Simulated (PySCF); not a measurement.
**The second ionisation energy along the 4d series**

All values are computed (PySCF 2.14, energy differences of UHF-based or UKS calculations, no spin-orbit coupling). Values in eV. The last column holds reference values (NIST; (s) semi-empirical, (t) theoretical, else measured). Unmarked ones compare directly (S terms, centres of terms, or small fine structure); those marked * lie between the lowest fine-structure levels and include a spin-orbit shift.

| element | configurations | LDA | PBE | PBE0 | r2SCAN | SCS-MP2 (valence) | SCS-MP2 (valence and next inner shell) | reference |
| --- | --- | --- | --- | --- | --- | --- | --- | --- |
| Pd (x2c-QZVPPall with one added diffuse shell each of s, p, d, f, g type, spin-free X2C) | [Kr] 4d9 → [Kr] 4d8 | 20.330 | 19.827 | 19.519 | 19.336 | 19.362 | 19.428 | 19.43 ± 0.12 (s) * |
| Ag (x2c-QZVPPall with one added diffuse shell each of s, p, d, f, g type, spin-free X2C) | [Kr] 4d10 → [Kr] 4d9 | 22.313 | 21.861 | 21.609 | 21.631 | 21.632 | 21.638 | 21.484 * |
| Cd (x2c-QZVPPall with one added diffuse shell each of s, p, d, f, g type, spin-free X2C) | [Kr] 4d10 5s1 → [Kr] 4d10 | 17.712 | 17.342 | 17.011 | 17.106 | 16.658 | 16.755 | 16.908 |

"Valence" correlates the outer s and p shells and, in groups 3 to 12 and the f block, the outer d or f shell, open or full, or the next shell where the ion has no valence electron left; the wider scheme adds the next inner shell.
